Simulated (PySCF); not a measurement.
A calculated (PBE0, PySCF 2.14, def2-TZVP, the non-relativistic Hamiltonian (point nucleus)) atom or ion has these occupied shells.

| shell | electrons | orbital energy (eV) | rms radius, mean of both spins (bohr) |
| --- | --- | --- | --- |
| 1s α | 1 | -108.43 | 0.583 |

Question: Name the element and its charge.

Answer: Li²⁺ (lithium, charge +2), in 1s1, 2S determinant.
